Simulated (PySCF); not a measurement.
The numbers are results of ωB97X-D3(BJ)/def2-TZVP // B3LYP-D3(BJ)/def2-TZVP in PySCF, not measurements. All species are isolated molecules in the gas phase. One relaxed conformer stands for a flexible species; it need not be the lowest. Excitations are Tamm–Dancoff values on a coarser integration grid. The basis has no diffuse functions, so Rydberg states are missing or too high.

Reference species (SMILES): `[Br][Al]([SH])[Br]` (H–S–Al–Br torsion 0°) (neutral, multiplicity 1).

```yaml
S1 oscillator strength: 0.012
T1 excitation (TDA): 5.83 eV
```

Changed species: `[Br][Al]([Br])[Br]` (0 of 3 Br replaced by SH; the reference has 1 of 3 Br replaced by SH).

Question: Predict the effect on the S1 oscillator strength and T1 excitation (TDA).

Answer: the S1 oscillator strength falls by 0.012, to 0.000; the T1 excitation (TDA) rises by 0.23 eV, to 6.06 eV.
